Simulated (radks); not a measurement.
The numbers below are computed, except where a source is named.
Question: All-electron atom: Cd XXV in [Ar] 3d6. Code: a radial shooting solver on a logarithmic mesh with Libxc functionals. Model: non-relativistic Kohn-Sham, LB94 model potential, spin-polarised, spherical densities, point nucleus; open shells are filled with parallel spins first (spin-orbit coupling, left out, can overturn this in heavy ions); relativity is left out, which matters for an element this heavy. Some entries of the table are withheld. Estimate them.

orbital  occ.  eigenvalue (eV)  <r> (bohr)
1s down     1        -26697.58     0.03167
1s up       1        -26697.24     0.03167
2s up       1        -4669.454      0.1365
2s down     1        -4668.862      0.1364
2p down     3        -4424.470      0.1164
2p up       3        -4424.149      0.1165
3s up       1        -1513.457      0.3540
3s down     1        -1501.747      0.3550
3p up       3        -1415.981      0.3422
3p down     3        -1403.897      0.3432
3d up       5        -1243.985      0.3063
3d down     1        -1232.401      0.3067
4s up       0        -737.5256         (1)
4s down     0        -733.6000         (2)
4p up       0              (3)         (4)
4p down     0              (5)         (6)

Answer: 
(1) 4s up <r> (bohr): 0.7031
(2) 4s down <r> (bohr): 0.7058
(3) 4p up eigenvalue (eV): -698.6261
(4) 4p up <r> (bohr): 0.7047
(5) 4p down eigenvalue (eV): -694.7650
(6) 4p down <r> (bohr): 0.7076
